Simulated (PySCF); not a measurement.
Input of a run (PBE0-D3(BJ)/def2-SVP geometry optimisation, gas phase (PySCF 2.14.0)), started from GFN2-xTB:
```
{"job": {"xc": "PBE0", "basis": "def2-SVP", "d3": "d3bj", "grid": 1, "kind": "geom"}, "charge": 0, "multiplicity": 1}
C      2.212652    -1.102166     0.266731
C      1.144380    -0.055546     0.151685
C      1.416469     1.296177     0.222343
C      0.411765     2.262238     0.108710
C     -0.904796     1.911284    -0.076689
C     -1.223136     0.554360    -0.151350
C     -2.436380    -0.168966    -0.328558
C     -2.116991    -1.491058    -0.318066
N     -0.769456    -1.642459    -0.143468
C     -0.192788    -0.408412    -0.036873
H      3.185180    -0.639020     0.412024
H      2.015166    -1.762266     1.112036
H      2.252620    -1.711883    -0.636840
H      2.437347     1.619458     0.369665
H      0.687254     3.305301     0.169335
H     -1.677357     2.660707    -0.162683
H     -3.415423     0.251102    -0.446559
H     -2.754080    -2.349283    -0.419740
H     -0.282230    -2.520316    -0.099166
```

Output (energies in Eh, forces in Eh/bohr):
```
step   0  E = -402.39860612  max force = 0.011271
step   1  E = -402.40051445  max force = 0.001905
step   2  E = -402.40052279  max force = 0.001055
step   3  E = -402.40051410  max force = 0.002019
step   4  E = -402.40052765  max force = 0.000234
optimisation converged
```

Q: Summarise the run.

A: The energy falls by 0.052 eV over 5 energy and gradient evaluations, the largest force component goes from 0.0113 to 2.3e-04 Eh/bohr, and the atoms move by 0.022 Å rms after alignment. Among the bonds, C7–H17 and C8–H18 change most and about equally (+0.015 to +0.016 Å). Bonds longer at the end by more than 0.005 Å: 17 of 20; shorter: 0. The energy rose by more than 1e-6 Eh at step 3. The first step brought 99 % of the lowering.

Q: What are the final bond lengths?

A: C1–C2 1.499 Å, C2–C3 1.391 Å, C3–C4 1.409 Å, C4–C5 1.385 Å, C5–C6 1.406 Å, C6–C7 1.434 Å, C7–C8 1.371 Å, C8–N9 1.374 Å, N9–C10 1.373 Å, C2–C10 1.405 Å, C6–C10 1.420 Å, C1–H11 1.098 Å, C1–H12 1.104 Å, C1–H13 1.104 Å, C3–H14 1.093 Å, C4–H15 1.093 Å, C5–H16 1.092 Å, C7–H17 1.088 Å, C8–H18 1.088 Å, N9–H19 1.009 Å. Numbering counts from 1 in the input's order; the species is 7-methylindole (`Cc1cccc2cc[nH]c12`).

The run used 185 basis functions and 33 SCF cycles in all. Cost: about 4 min of CPU time on one thread; the machine was shared, so the figure is rough.

PBE0-D3(BJ)/def2-SVP frequencies: not computed here.
